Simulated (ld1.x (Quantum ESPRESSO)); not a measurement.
**aluminium: excitation energies, all-electron against ultrasoft**

aluminium, ultrasoft, made with ld1.x (Quantum ESPRESSO) 7.5 (PBEsol, scalar-relativistic). Core [Ne], reference 3s2 3p0.5 (charge +0.5). Waves: 3s (bound): rcut 1.35, rcutus 1.70 bohr; 3s channel at 0.55 Ry: rcut 1.35, rcutus 1.70 bohr; 3p (bound): rcut 1.60, rcutus 1.70 bohr; 3p channel at 0.1 Ry: rcut 1.60, rcutus 1.70 bohr; 3d channel at 0.2 Ry: rcut 1.35, rcutus 1.80 bohr. Local part: all-electron potential smoothed inside 1.35 bohr (lloc = -1). Core correction: Bessel-smoothed model core inside 0.75 bohr. Augmentation charge: built from norm-conserving waves at rcut, not smoothed further.

Energies are relative to the spin-unpolarised reference configuration 3s2 3p0.5; without spin polarisation the order of configurations can differ from experiment.

| valence configuration | charge | ΔE all-electron (eV) | error AE − PS (meV) |
| --- | --- | --- | --- |
| 3s2 3p1 | 0 | -2.074 | +0.3 |
| 3s2 3p0 | +1 | 3.662 | -0.9 |
| 3s1 3p0 | +2 | 22.833 | -11 |
| 3s2 3p1.3 | -0.3 | -2.642 | +0.4 |
| 3s1 3p1 | +1 | 9.454 | -6.5 |
| 3s1 3p2 | 0 | 3.045 | -4.5 |

Question: What are ΔE and the potential's error for 3s0 3p3?

Answer: ΔE = 8.332 eV all-electron; the error (AE − PS) is -13 meV.

Levels in the configuration 3s2 3p0:

| level | all-electron (eV) | pseudo (eV) |
| --- | --- | --- |
| 3s | -14.774 | -14.778 |

Note: ghost states, extra bound levels that the all-electron valence spectrum of the same l lacks: p at -82.0 eV, s at -12.1 eV. A true bound ghost makes a file unfit for plane-wave use.
